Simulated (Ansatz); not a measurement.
System: sum formula NiClF, charge 0, multiplicity 3. The spin state was set by rule; other spins were not relaxed. 
Coordinates optimised at B3LYP-D3(BJ)/def2-TZVP (Ansatz, a quantum-chemistry and plane-wave program):
```
Ni
F 1 1.7294
Cl 1 2.0609 2 180.00
```
Charge 0, spin multiplicity 3.

Dipole moments at this geometry, in debye (magnitudes).

```
level                 program  dipole (D)
--------------------  -------  ----------
PBE/def2-TZVPD         Ansatz        0.94
revPBE/def2-TZVPD      Ansatz        0.89
r2SCAN/def2-TZVPD      Ansatz        0.73
B97M-V/def2-TZVPD      Ansatz        0.65
B3LYP/def2-TZVPD       Ansatz        0.79
BHLYP/def2-TZVPD       Ansatz        0.58
r2SCANh/def2-TZVPD     Ansatz        0.66
r2SCAN0/def2-TZVPD     Ansatz        0.59
CAM-B3LYP/def2-TZVPD   Ansatz        0.67
LC-wPBE/def2-TZVPD     Ansatz        0.52
wB97M-V/def2-TZVPD     Ansatz        0.58
wB97X-V/def2-TZVPD     Ansatz        0.54
CCSD(T)/def2-SVPD      Ansatz        0.52
```
